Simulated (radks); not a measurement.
Q: These are the eigenvalues of the occupied orbitals of an atom or ion with whole-number occupations (eV). Method: scalar-relativistic Kohn-Sham, PBEsol, spin-polarised, spherical densities, finite nucleus; Fermi nuclear charge, rms radius of each element as measured or else 0.836 A^(1/3) + 0.57 fm; computed with a radial shooting solver on a logarithmic mesh with Libxc functionals.

| orbital | eigenvalue |
|---|---|
| 1s up | -15516.83 |
| 1s down | -15507.20 |
| 2s up | -3548.759 |
| 2s down | -3531.460 |
| 2p up | -3417.672 |

Which element is it, and in what charge state? The configuration may be excited. Open shells, if any, are filled with parallel spins first.

A: Z = 35, bromine, charge +30: Br30+ in [He] 2s2 2p1. The list shows which subshells hold electrons but not how many an open one holds; the 1s level, -570.23 hartree, gives Z - s = 33.8 by -(Z - s)^2/2, which with screening and relativity narrows Z to a few neighbours, and the depths of the outer levels then fix element, charge and occupations together.
